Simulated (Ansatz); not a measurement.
`[NH2][Ti]([NH2])([F])[F]`, relaxed with RKS PBE-D4/def2-SVP in Ansatz from a rough embedded geometry. The force threshold is 0.03 eV/Å; the program also tests the step.

Charge 0, multiplicity 1.

Start:

```xyz
9

N    -0.896   -1.473    0.054
Ti    0.235    0.037   -0.584
N     0.516    1.334    0.957
F     1.946   -0.596   -1.204
F    -0.615    0.933   -2.065
H    -1.542   -1.123    0.847
H    -1.614   -1.686   -0.727
H     0.462    0.849    1.812
H     1.507    1.726    0.911
```

```csv
step,energy (eV),largest force (eV/Å),largest move (Å)
1,-31574.8919,3.358,0.000
2,-31575.9143,1.295,0.127
3,-31576.0918,0.601,0.122
4,-31576.2143,0.130,0.200
5,-31576.2555,0.198,0.157
6 (rejected),-31576.2510,1.105,0.195
7,-31576.2846,0.091,0.097
8,-31576.3015,0.114,0.100
9,-31576.3155,0.123,0.150
10 (rejected),-31576.3112,0.806,0.192
11,-31576.3267,0.126,0.096
12,-31576.3382,0.245,0.098
13,-31576.3437,0.514,0.148
14,-31576.3596,0.355,0.200
15,-31576.3675,0.215,0.093
16,-31576.3704,0.151,0.063
17 (rejected),-31576.3702,0.042,0.038
18,-31576.3709,0.023,0.019
```

End:

```xyz
9

N    -1.128   -1.092   -0.099
Ti    0.307    0.018   -0.581
N     0.702    1.068    0.917
F     1.686   -0.997   -1.025
F    -0.189    1.030   -1.945
H    -1.616   -1.122    0.801
H    -1.538   -1.777   -0.746
H     1.431    0.853    1.606
H     0.345    2.019    1.073
```

It took 22 s on 4 threads of a server CPU on a shared host, with 0.19 GiB of host memory at the peak.
